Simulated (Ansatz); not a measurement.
A structure relaxed at PBE0-D4/def2-TZVP, charge 0, multiplicity 1:

Cartesian coordinates in Å:
```
B -0.1451 1.4812 1.1525
Si 0.3204 0.5958 -0.5740
B 0.3022 -1.4050 -0.1461
O -0.6905 -2.2246 -0.5485
H -1.2804 1.7282 1.4368
H 0.6933 1.6994 1.9765
H -0.6766 0.8699 -1.6551
H 1.6764 0.9679 -1.0698
H 1.1746 -1.9211 0.4951
H -1.3743 -1.7915 -1.0673
```

Q: Give its formula and SMILES.

A: B2H6OSi, `B[SiH2]BO`.

Q: Summarise the bond lengths by kind.

A: 2 × B–Si 1.995 to 2.046 Å; 3 × B–H 1.196 to 1.199 Å; 2 × H–Si 1.491 to 1.496 Å; 1 × B–O 1.349 Å; 1 × H–O 0.961 Å.

Computed with Ansatz.
